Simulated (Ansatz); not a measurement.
Ansatz (a first-principles code) input (B3LYP-D3(BJ)/def2-TZVP):

Ansatz 0.2 input:
```yaml
crystal:
  periodic: [false, false, false]
  atoms:
    - {symbol: C, position_ang: [-1.95978446, -0.36524664, -0.65455710]}
    - {symbol: C, position_ang: [-0.98150458, -0.06848498, 0.18115754]}
    - {symbol: F, position_ang: [-1.13887805, 0.94419210, 1.07339921]}
    - {symbol: C, position_ang: [0.36735416, -0.69404615, 0.28983652]}
    - {symbol: C, position_ang: [1.47529229, 0.23971068, -0.16856234]}
    - {symbol: O, position_ang: [2.40048314, -0.11585815, -0.84640123]}
    - {symbol: H, position_ang: [-1.83321235, -1.16215141, -1.37126673]}
    - {symbol: H, position_ang: [-2.89412056, 0.17637665, -0.63334091]}
    - {symbol: H, position_ang: [0.42220900, -1.61484515, -0.28761002]}
    - {symbol: H, position_ang: [0.56052781, -0.93139823, 1.34336290]}
    - {symbol: H, position_ang: [1.38248915, 1.28955711, 0.17222401]}
basis:
  gaussian:
    orbitals: def2-TZVP
hamiltonian:
  xc: b3lyp
  dispersion: d3bj
phonons: {temperatures: {t_min: 298.15, t_max: 298.15, t_step: 100}}
```

Output:

```
Functional definition: B3LYP
integrals: 0.13 GiB planned
1247 factors; their error is unknown
mean field: 1.17 GiB planned
mean field evaluation 1: about -8986.7567 eV, gradient 6.8e1 eV
mean field evaluation 2: about -8979.7719 eV, gradient 8.9e1 eV
mean field evaluation 4: about -8996.1346 eV, gradient 4.1e0 eV
mean field evaluation 8: about -8996.1677 eV, gradient 1.4e-1 eV
mean field evaluation 16: about -8996.1626 eV, gradient 5.2e-4 eV
mean field -8996.16261982 eV, -330.6028784602 hartree, gradient 1.0e-5 eV, S^2 0.000000; 0 other end points of the search recorded, 0 dependent functions left out
the calculation of the forces begins
reference -8996.16287466 eV, -330.6028878256 hartree; 23, 23 occupied and 193, 193 virtual orbitals, 1247 factors
these checks for a lower state are left out or cut short: stability, starts, cluster_reference, orbital_swaps, neighbouring_geometries, increment
integrals: 0.13 GiB planned
1247 factors; their error is unknown
mean field: 1.17 GiB planned
mean field -8996.16234285 eV, -330.6028682819 hartree, gradient 2.0e-6 eV, S^2 0.000000; 0 other end points of the search recorded, 0 dependent functions left out
the calculation of the forces begins
reference -8996.16259767 eV, -330.6028776463 hartree; 23, 23 occupied and 193, 193 virtual orbitals, 1247 factors
these checks for a lower state are left out or cut short: stability, starts, cluster_reference, orbital_swaps, neighbouring_geometries, increment
integrals: 0.13 GiB planned
1247 factors; their error is unknown
mean field: 1.17 GiB planned
mean field evaluation 32: about -8996.1625 eV, gradient 7.4e-3 eV
mean field -8996.16247308 eV, -330.6028730677 hartree, gradient 2.0e-6 eV, S^2 0.000000; 0 other end points of the search recorded, 0 dependent functions left out
the calculation of the forces begins
reference -8996.16272796 eV, -330.6028824343 hartree; 23, 23 occupied and 193, 193 virtual orbitals, 1247 factors
these checks for a lower state are left out or cut short: stability, starts, cluster_reference, orbital_swaps, neighbouring_geometries, increment
integrals: 0.13 GiB planned
1247 factors; their error is unknown
mean field: 1.17 GiB planned
mean field -8996.16248560 eV, -330.6028735280 hartree, gradient 2.0e-6 eV, S^2 0.000000; 0 other end points of the search recorded, 0 dependent functions left out
the calculation of the forces begins
reference -8996.16274041 eV, -330.6028828921 hartree; 23, 23 occupied and 193, 193 virtual orbitals, 1247 factors
these checks for a lower state are left out or cut short: stability, starts, cluster_reference, orbital_swaps, neighbouring_geometries, increment
integrals: 0.13 GiB planned
1247 factors; their error is unknown
mean field: 1.17 GiB planned
mean field -8996.16249045 eV, -330.6028737061 hartree, gradient 2.0e-6 eV, S^2 0.000000; 0 other end points of the search recorded, 0 dependent functions left out
the calculation of the forces begins
reference -8996.16274533 eV, -330.6028830729 hartree; 23, 23 occupied and 193, 193 virtual orbitals, 1247 factors
these checks for a lower state are left out or cut short: stability, starts, cluster_reference, orbital_swaps, neighbouring_geometries, increment
integrals: 0.13 GiB planned
1247 factors; their error is unknown
mean field: 1.17 GiB planned
mean field -8996.16244926 eV, -330.6028721925 hartree, gradient 2.0e-6 eV, S^2 0.000000; 0 other end points of the search recorded, 0 dependent functions left out
the calculation of the forces begins
reference -8996.16270415 eV, -330.6028815593 hartree; 23, 23 occupied and 193, 193 virtual orbitals, 1247 factors
these checks for a lower state are left out or cut short: stability, starts, cluster_reference, orbital_swaps, neighbouring_geometries, increment
integrals: 0.13 GiB planned
[...]
1247 factors; their error is unknown
mean field: 1.17 GiB planned
mean field -8996.16258081 eV, -330.6028770267 hartree, gradient 2.0e-6 eV, S^2 0.000000; 0 other end points of the search recorded, 0 dependent functions left out
the calculation of the forces begins
reference -8996.16283564 eV, -330.6028863918 hartree; 23, 23 occupied and 193, 193 virtual orbitals, 1247 factors
these checks for a lower state are left out or cut short: stability, starts, cluster_reference, orbital_swaps, neighbouring_geometries, increment
integrals: 0.13 GiB planned
1247 factors; their error is unknown
mean field: 1.17 GiB planned
mean field -8996.16257907 eV, -330.6028769627 hartree, gradient 2.0e-6 eV, S^2 0.000000; 0 other end points of the search recorded, 0 dependent functions left out
the calculation of the forces begins
reference -8996.16283392 eV, -330.6028863285 hartree; 23, 23 occupied and 193, 193 virtual orbitals, 1247 factors
these checks for a lower state are left out or cut short: stability, starts, cluster_reference, orbital_swaps, neighbouring_geometries, increment
integrals: 0.13 GiB planned
1247 factors; their error is unknown
mean field: 1.17 GiB planned
mean field -8996.16261171 eV, -330.6028781625 hartree, gradient 2.0e-6 eV, S^2 0.000000; 0 other end points of the search recorded, 0 dependent functions left out
the calculation of the forces begins
reference -8996.16286657 eV, -330.6028875282 hartree; 23, 23 occupied and 193, 193 virtual orbitals, 1247 factors
these checks for a lower state are left out or cut short: stability, starts, cluster_reference, orbital_swaps, neighbouring_geometries, increment
integrals: 0.13 GiB planned
1247 factors; their error is unknown
mean field: 1.17 GiB planned
mean field -8996.16259290 eV, -330.6028774712 hartree, gradient 1.9e-6 eV, S^2 0.000000; 0 other end points of the search recorded, 0 dependent functions left out
the calculation of the forces begins
reference -8996.16284774 eV, -330.6028868363 hartree; 23, 23 occupied and 193, 193 virtual orbitals, 1247 factors
these checks for a lower state are left out or cut short: stability, starts, cluster_reference, orbital_swaps, neighbouring_geometries, increment
integrals: 0.13 GiB planned
1247 factors; their error is unknown
mean field: 1.17 GiB planned
mean field evaluation 416: about -8996.1626 eV, gradient 3.2e-4 eV
mean field -8996.16258797 eV, -330.6028772900 hartree, gradient 2.0e-6 eV, S^2 0.000000; 0 other end points of the search recorded, 0 dependent functions left out
the calculation of the forces begins
reference -8996.16284280 eV, -330.6028866547 hartree; 23, 23 occupied and 193, 193 virtual orbitals, 1247 factors
these checks for a lower state are left out or cut short: stability, starts, cluster_reference, orbital_swaps, neighbouring_geometries, increment
integrals: 0.13 GiB planned
1247 factors; their error is unknown
mean field: 1.17 GiB planned
mean field -8996.16261679 eV, -330.6028783491 hartree, gradient 2.0e-6 eV, S^2 0.000000; 0 other end points of the search recorded, 0 dependent functions left out
the calculation of the forces begins
reference -8996.16287166 eV, -330.6028877153 hartree; 23, 23 occupied and 193, 193 virtual orbitals, 1247 factors
these checks for a lower state are left out or cut short: stability, starts, cluster_reference, orbital_swaps, neighbouring_geometries, increment
integrals: 0.13 GiB planned
1247 factors; their error is unknown
mean field: 1.17 GiB planned
mean field -8996.16255095 eV, -330.6028759294 hartree, gradient 2.0e-6 eV, S^2 0.000000; 0 other end points of the search recorded, 0 dependent functions left out
the calculation of the forces begins
reference -8996.16280585 eV, -330.6028852968 hartree; 23, 23 occupied and 193, 193 virtual orbitals, 1247 factors
these checks for a lower state are left out or cut short: stability, starts, cluster_reference, orbital_swaps, neighbouring_geometries, increment
integrals: 0.13 GiB planned
1247 factors; their error is unknown
mean field: 1.17 GiB planned
mean field -8996.16250482 eV, -330.6028742342 hartree, gradient 2.0e-6 eV, S^2 0.000000; 0 other end points of the search recorded, 0 dependent functions left out
the calculation of the forces begins
reference -8996.16275961 eV, -330.6028835977 hartree; 23, 23 occupied and 193, 193 virtual orbitals, 1247 factors
these checks for a lower state are left out or cut short: stability, starts, cluster_reference, orbital_swaps, neighbouring_geometries, increment
integrals: 0.13 GiB planned
1247 factors; their error is unknown
mean field: 1.17 GiB planned
mean field -8996.16262830 eV, -330.6028787721 hartree, gradient 2.0e-6 eV, S^2 0.000000; 0 other end points of the search recorded, 0 dependent functions left out
the calculation of the forces begins
reference -8996.16288315 eV, -330.6028881374 hartree; 23, 23 occupied and 193, 193 virtual orbitals, 1247 factors
these checks for a lower state are left out or cut short: stability, starts, cluster_reference, orbital_swaps, neighbouring_geometries, increment
integrals: 0.13 GiB planned
1247 factors; their error is unknown
mean field: 1.17 GiB planned
mean field evaluation 448: about -8996.1677 eV, gradient 5.4e-1 eV
mean field -8996.16257682 eV, -330.6028768803 hartree, gradient 1.9e-6 eV, S^2 0.000000; 0 other end points of the search recorded, 0 dependent functions left out
the calculation of the forces begins
reference -8996.16283168 eV, -330.6028862459 hartree; 23, 23 occupied and 193, 193 virtual orbitals, 1247 factors
these checks for a lower state are left out or cut short: stability, starts, cluster_reference, orbital_swaps, neighbouring_geometries, increment
integrals: 0.13 GiB planned
1247 factors; their error is unknown
mean field: 1.17 GiB planned
mean field -8996.16255677 eV, -330.6028761434 hartree, gradient 2.0e-6 eV, S^2 0.000000; 0 other end points of the search recorded, 0 dependent functions left out
the calculation of the forces begins
reference -8996.16281166 eV, -330.6028855103 hartree; 23, 23 occupied and 193, 193 virtual orbitals, 1247 factors
these checks for a lower state are left out or cut short: stability, starts, cluster_reference, orbital_swaps, neighbouring_geometries, increment
integrals: 0.13 GiB planned
1247 factors; their error is unknown
mean field: 1.17 GiB planned
mean field -8996.16251488 eV, -330.6028746039 hartree, gradient 2.0e-6 eV, S^2 0.000000; 0 other end points of the search recorded, 0 dependent functions left out
the calculation of the forces begins
reference -8996.16276969 eV, -330.6028839679 hartree; 23, 23 occupied and 193, 193 virtual orbitals, 1247 factors
these checks for a lower state are left out or cut short: stability, starts, cluster_reference, orbital_swaps, neighbouring_geometries, increment
integrals: 0.13 GiB planned
1247 factors; their error is unknown
mean field: 1.17 GiB planned
mean field -8996.16260128 eV, -330.6028777792 hartree, gradient 2.0e-6 eV, S^2 0.000000; 0 other end points of the search recorded, 0 dependent functions left out
the calculation of the forces begins
reference -8996.16285617 eV, -330.6028871459 hartree; 23, 23 occupied and 193, 193 virtual orbitals, 1247 factors
these checks for a lower state are left out or cut short: stability, starts, cluster_reference, orbital_swaps, neighbouring_geometries, increment
integrals: 0.13 GiB planned
1247 factors; their error is unknown
mean field: 1.17 GiB planned
mean field evaluation 480: about -8996.1626 eV, gradient 7.4e-3 eV
mean field -8996.16260345 eV, -330.6028778586 hartree, gradient 1.9e-6 eV, S^2 0.000000; 0 other end points of the search recorded, 0 dependent functions left out
the calculation of the forces begins
reference -8996.16285826 eV, -330.6028872228 hartree; 23, 23 occupied and 193, 193 virtual orbitals, 1247 factors
Total energy: -8996.51996180 eV, -330.6160105360 hartree
Atom 0 at    -1.959784    -0.365247    -0.654557 Å, force     0.000527     0.000057     0.000007 eV/Å
Atom 1 at    -0.981505    -0.068485     0.181158 Å, force    -0.000120     0.000343     0.000283 eV/Å
Atom 2 at    -1.138878     0.944192     1.073399 Å, force    -0.000032    -0.000208    -0.000012 eV/Å
Atom 3 at     0.367354    -0.694046     0.289837 Å, force     0.000007    -0.000222    -0.000121 eV/Å
Atom 4 at     1.475292     0.239711    -0.168562 Å, force     0.000291     0.000182     0.000015 eV/Å
Atom 5 at     2.400483    -0.115858    -0.846401 Å, force    -0.000061    -0.000210    -0.000121 eV/Å
Atom 6 at    -1.833212    -1.162151    -1.371267 Å, force    -0.000019    -0.000274    -0.000208 eV/Å
Atom 7 at    -2.894121     0.176377    -0.633341 Å, force    -0.000378     0.000168     0.000005 eV/Å
Atom 8 at     0.422209    -1.614845    -0.287610 Å, force    -0.000049     0.000061     0.000094 eV/Å
Atom 9 at     0.560528    -0.931398     1.343363 Å, force     0.000018     0.000023     0.000024 eV/Å
Atom 10 at     1.382489     1.289557     0.172224 Å, force    -0.000184     0.000081     0.000034 eV/Å
Dipole moment:    -0.348702    -0.156037     0.135200 e Å
Vibrations: 61.59 80.97 205.32 390.64 426.20 516.65 594.59 746.77 772.14 880.62 890.90 953.82 1038.85 1052.03 1200.14 1268.11 1307.32 1415.80 1424.01 1450.13 1739.81 1811.91 2913.65 3016.02 3125.97 3176.65 3268.26 cm⁻¹, zero-point energy 2.214908 eV
```
